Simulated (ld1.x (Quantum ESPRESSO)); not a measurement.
## samarium: from the effect back to the setting (ultrasoft)

Base potential:

| Item | Value |
| --- | --- |
| Element | Sm (Z = 62) |
| Generator | ld1.x (Quantum ESPRESSO) 7.5 |
| Type | ultrasoft |
| Functional | PBEsol |
| Relativity | scalar-relativistic |
| Frozen core | [Kr] 4d10 |
| Valence charge | 16 |
| Reference configuration | 4f6 5s2 5p6 5d0 6s1 6p0 (charge +1) |
| Partial waves | 5s (bound): rcut 1.80, rcutus 2.25 bohr; 6s (bound): rcut 1.80, rcutus 2.25 bohr; 5p (bound): rcut 2.15, rcutus 2.40 bohr; 6p (bound, empty): rcut 2.15, rcutus 2.40 bohr; 5d (bound, empty): rcut 2.15, rcutus 2.90 bohr; 5d channel at -0.2 Ry: rcut 2.15, rcutus 2.90 bohr; 4f (bound): rcut 1.20, rcutus 1.30 bohr; 4f channel at 4.5 Ry: rcut 1.20, rcutus 1.30 bohr |
| Local potential | all-electron potential smoothed inside 2.30 bohr (lloc = -2) |
| Core correction | a·sin(br)/r model core, default radius (core density twice the valence density) |
| Augmentation charge | PSQ, inside the norm-conserving radii |

Cutoffs, loose and tight: the cutoffs (Ry, on a coarse ladder) from which the occupation-weighted sum of valence levels, in a spherical-Bessel basis at the reference potential, stays within 10 and 1 mRy of its value at 400 Ry. They do not see the model core or the augmentation charge, which bear on the density cutoff. Test errors are all-electron minus pseudo excitation energies from the reference, over the configurations 4f6 5s2 5p6 5d0 6s2 6p0; 4f6 5s2 5p6 5d0 6s0 6p0; 4f5 5s2 5p6 5d0 6s0 6p0; 4f5 5s2 5p6 5d1 6s2 6p0; 4f6 5s2 5p6 5d0 6s1.5 6p0; 4f6 5s2 5p6 5d1 6s1 6p0; 4f5 5s2 5p6 5d0 6s2 6p0; variants that change the core or the reference have their own tests.

Only the scale of all radii but the core radius (base = 1) is moved:

```csv
scale of all radii but the core radius (base = 1),"cutoff, loose","cutoff, tight",bound ghosts,largest test error (meV)
0.77,200 Ry,300 Ry,none,-337
0.85,160 Ry,230 Ry,none,-388
0.92,120 Ry,200 Ry,none,-825 over the solved tests; test run stopped at test 6 of 7 (negative rho)
1.04,80 Ry,140 Ry,none,+161 over the solved tests; test run stopped at test 4 of 7 (negative rho)
1.13,70 Ry,110 Ry,none,"-3.4 over the solved tests; test run stopped at test 4 of 7 (negative rho), 1 before it not solved"
1.2,55 Ry,90 Ry,none,+3.0 over the solved tests; test run stopped at test 3 of 7 (negative rho)
1.37,45 Ry,70 Ry,none,test run stopped at test 1 of 7 (negative rho)
```

Task: One more run gave cutoff, loose: 50 Ry; cutoff, tight: 80 Ry; bound ghosts: none; largest test error (meV): -3.5 over the solved tests; test run stopped at test 3 of 7 (negative rho). Which value of the scale of all radii but the core radius (base = 1) was used?

Result: 1.29. The loose cutoff moves one way along this sweep, from 200 Ry at 0.77 to 45 Ry at 1.37, which places the run between 1.2 and 1.37.
